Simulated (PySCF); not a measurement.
Identify the unknown among the candidates.

All candidates are C4H12OSi.

* UV, strongest line: among the 8 lowest singlet transitions: S8 at 8.56 eV (145 nm, f = 0.064) [TDDFT PBE0/def2-SVPD]
* Polarisability: 78.9 au [PBE0/def2-SVPD]
* Triplet: lowest triplet excitation (Tamm–Dancoff): 6.70 eV [TDA PBE0/def2-SVPD]
* Rotational structure: rotational constants A, B, C: 4.358, 1.789, 1.789 GHz [GFN2-xTB]
* 1H NMR: chemical shifts (computed TMS as zero) by class: 4.94 (3 H), 1.32 (9 H) ppm [GIAO PBE0/pcSseg-1]
* UV, first state: lowest singlet excitation: 6.97 eV (178 nm, f = 0.003) [TDDFT PBE0/def2-SVPD]
* 13C NMR: chemical shifts (computed TMS as zero) by class: 72.2 (1 C), 32.3 (3 C) ppm [GIAO PBE0/pcSseg-1]

The electronic properties come from PySCF, for the isolated species, density fitting. Levels stand in brackets. Geometry: GFN2-xTB; no solvent, vibrations or thermal averaging. Each NMR value is the plain mean over a class of atoms that symmetry, rotation or inversion makes alike.

Task: Which candidate is it?
A. `CO[Si](C)(C)C`
B. `CCCCO[SiH3]`
C. `CC(C)CO[SiH3]`
D. `CC(C)(C)O[SiH3]`
E. `CCCC[SiH2]O`

Result: D. It is `CC(C)(C)O[SiH3]`. Numbering: `[CH3:1][C:2]([CH3:3])([CH3:4])[O:5][SiH3:6]`. Its formula, C4H12OSi, gives 0 degrees of unsaturation, so no ring and no π bond. 4 carbons fall into 2 classes; from least to most shielded: sp3 carbon bound to oxygen [C2] (72.2 ppm), methyl carbon [C1/C3/C4] (32.3 ppm, 3 C, up to 2.8 ppm apart in this geometry). Hydrogen classes from least to most shielded: 3 H on an oxygen-bound silicon, Si6 (4.94 ppm), 9 H on 3 methyl carbons, C1/C3/C4 (1.32 ppm, a mean of values up to 0.6 ppm apart in this geometry). The optimised geometry has point group Cs and is an asymmetric top.

The others, at the same levels:
- `CC(C)CO[SiH3]` fails: it has 3 carbon classes against 2; its computed 13C shifts are 75.5 (1 C), 35.6 (1 C), 20.7 (2 C) ppm, 1H shifts are 4.91 (3 H), 3.45 (2 H), 1.75 (1 H), 0.96 (6 H) ppm and rotational constant A is 7.015 GHz (against 4.358 GHz).
- `CCCCO[SiH3]` fails: it has 4 carbon classes against 2; its computed 13C shifts are 68.9 (1 C), 39.6 (1 C), 24.5 (1 C), 16.9 (1 C) ppm, 1H shifts are 4.89 (3 H), 3.79 (2 H), 1.51 (2 H), 1.42 (2 H), 1.06 (3 H) ppm and rotational constant A is 8.015 GHz (against 4.358 GHz).
- `CCCC[SiH2]O` fails: it has 4 carbon classes against 2; its computed 13C shifts are 33.0 (1 C), 30.4 (1 C), 21.4 (1 C), 17.1 (1 C) ppm, 1H shifts are 5.03 (2 H), 1.38 (2 H), 1.14 (2 H), 1.08 (3 H), 1.01 (1 H), 0.62 (2 H) ppm and rotational constant A is 7.222 GHz (against 4.358 GHz).
- `CO[Si](C)(C)C` fails: its computed lowest triplet excitation (Tamm–Dancoff) is 6.90 eV (against 6.70 eV), strongest line among the 8 lowest singlet transitions is S6 at 8.19 eV (151 nm, f = 0.085) (against S8 at 8.56 eV) and rotational constant A is 2.952 GHz (against 4.358 GHz).

Each candidate is one conformer, not necessarily the lowest. Dipoles, sizes and rotational constants follow the conformer. The torsions of the flexible species, by atom-mapped SMILES:
- `[CH3:1][C:2]([CH3:3])([CH3:4])[O:5][SiH3:6]`: C1–C2–O5–Si6 -61°
- `[CH3:1][CH:2]([CH3:3])[CH2:4][O:5][SiH3:6]`: C1–C2–C4–O5 -173°, C2–C4–O5–Si6 -179°
- `[CH3:1][CH2:2][CH2:3][CH2:4][O:5][SiH3:6]`: C1–C2–C3–C4 179°, C2–C3–C4–O5 -64°, C3–C4–O5–Si6 173°
- `[CH3:1][CH2:2][CH2:3][CH2:4][SiH2:5][OH:6]`: C1–C2–C3–C4 180°, C2–C3–C4–Si5 178°, C3–C4–Si5–O6 61°, H–O6–Si5–C4 -52°
- `[CH3:1][O:2][Si:3]([CH3:4])([CH3:5])[CH3:6]`: C1–O2–Si3–C4 -61°
